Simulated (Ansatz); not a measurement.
System: P₂H₃, net charge 0, doublet state. SMILES: [PH]P
Geometry from a B3LYP-D3(BJ)/def2-TZVP (Ansatz, an electronic-structure program) optimisation:
```
P
H 1 1.4160
H 1 1.4187 2 95.53
P 1 2.1895 2 97.11 3 100.93
H 4 1.4237 1 92.01 2 -157.85
```
Charge 0, spin multiplicity 2.

Wanted: atomisation energy, in kcal/mol. Conventions: frozen cores in correlated levels; UHF or UKS for open shells; spin-orbit terms left out; dispersion terms only where a functional's name holds one; non-relativistic; 6-311+G** with 5d, 6d on Na to Ar in Ansatz; atomisation electronic, to ground-state atoms. CBS marks a two-point X^-3 extrapolation of the correlation energy; Hartree-Fock from the larger set. Ab initio and DFT rows: single points at B3LYP-D3(BJ) geometries (Ansatz).

```tsv
species	coefficient	E at B3LYP/6-311+G** (Ansatz), Eh	E at PBE0/def2-TZVPD (Ansatz), Eh
[PH]P (P2H3)	-1	-684.52363	-684.22967
H atom	+3	-0.50216	-0.50104
P atom	+2	-341.28244	-341.13519
```

Coupled cluster (Ansatz) is a level with limits of its own, used here on species with T1 under 0.025 (0.045 for open shells) and stable references: CCSD(T)/CBS(cc-pV(T+d)Z,cc-pV(Q+d)Z). Value to compare with, CCSD(T)/CBS(cc-pV(T+d)Z,cc-pV(Q+d)Z) (Ansatz): 286.8 kcal/mol. 1 Eh = 627.5095 kcal/mol.

Task: Work the quantity out at each level, and compare with CCSD(T)/CBS(cc-pV(T+d)Z,cc-pV(Q+d)Z) (Ansatz).

Result: 
- B3LYP/6-311+G**: the sum of coefficient times E is 0.45227 Eh, or 283.80 kcal/mol. Result: 283.8 kcal/mol. Its difference against CCSD(T)/CBS(cc-pV(T+d)Z,cc-pV(Q+d)Z) (Ansatz) is -3.0 kcal/mol.
- PBE0/def2-TZVPD: the sum of coefficient times E is 0.45617 Eh, or 286.25 kcal/mol. Result: 286.3 kcal/mol. Its difference against CCSD(T)/CBS(cc-pV(T+d)Z,cc-pV(Q+d)Z) (Ansatz) is -0.5 kcal/mol.
